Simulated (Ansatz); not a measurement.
A nudged elastic band was laid between two geometries of ClGaH₆N₂O (11 atoms, charge 0, multiplicity 1).

Method: Ansatz, RKS PBE0/def2-SVP.

```yaml
movable_images: 5
climbing_image: yes
spring: 5.0 eV/Å²
optimiser: quadratic models (default)
start_path: through a guess of the saddle point
force_threshold: 0.05 eV/Å
iteration_limit: 60
end_points: relaxed
```

First end point:

```xyz
11
Properties=species:S:1:pos:R:3
Ga 0.075 0.257 0.244
O -0.135 -0.297 1.953
H -0.462 -1.196 2.045
N 1.693 0.096 -0.637
H 1.625 -0.194 -1.610
H 2.377 -0.503 -0.182
Cl -1.711 0.202 -1.039
N 0.018 2.255 0.806
H 0.881 2.734 0.548
H -0.774 2.730 0.373
H -0.096 2.276 1.820
```

Last end point:

```xyz
11
Properties=species:S:1:pos:R:3
Ga 0.193 0.650 -0.108
O -0.061 -0.051 1.913
H -0.949 -0.428 1.984
N 1.696 0.008 -0.915
H 1.670 -0.945 -1.262
H 2.597 0.190 -0.487
Cl -1.731 -0.081 -0.832
N 0.074 2.312 0.760
H 0.888 2.919 0.695
H -0.734 2.864 0.478
H -0.152 0.919 2.095
```

Problem. What changes between the two ends?

Solution. Bonds broken: N8–H11. Bonds formed: O2–H11.

Problem. Give the energies along the band, and the barrier.

Solution. The forces met the threshold. The highest image is number 4 of 0 to 6, 18.6 kcal/mol above the first end and 3.2 kcal/mol above the last; the last end lies 15.4 kcal/mol above the first. The profile has 2 maxima (images 1, 4) with wells between them (image 3): this band takes more than one step, which may be the mechanism or a detour left from its start path. A vibrational analysis at the climbing image gives one clearly imaginary mode, 924i cm⁻¹: a first-order saddle point. The orbitals stay closed-shell, which can raise the energy where a bond breaks towards radicals; this wasn't checked here.

```
image  path coordinate (Å)  energy (kcal/mol)  N8–H11 (Å)  O2–H11 (Å)
    0                 0.00                0.0        1.02        2.58
    1                 1.35                3.1        1.02        2.66
    2                 2.70                1.7        1.02        2.69
    3                 4.06                0.5        1.02        2.31
    4                 5.41               18.6        1.37        1.17
    5                 6.96               16.1        1.96        0.99
    6                 8.52               15.4        1.94        0.99
```

Problem. What is the geometry of the highest image?

Solution. 
```xyz
11
Properties=species:S:1:pos:R:3
Ga 0.179 0.580 -0.120
O -0.143 -0.097 1.742
H -0.990 -0.521 1.924
N 1.753 0.093 -0.913
H 2.507 -0.191 -0.294
H 1.675 -0.588 -1.662
Cl -1.681 0.346 -1.224
N 0.092 2.158 1.030
H 0.935 2.712 1.175
H -0.678 2.796 0.838
H -0.158 1.071 1.824
```

Time of the run: 8 min on 4 threads of Intel(R) Xeon(R) Platinum 8259CL CPU @ 2.50GHz (Skylake/Cascade Lake), with other jobs on the host, peak memory 0.38 GiB.
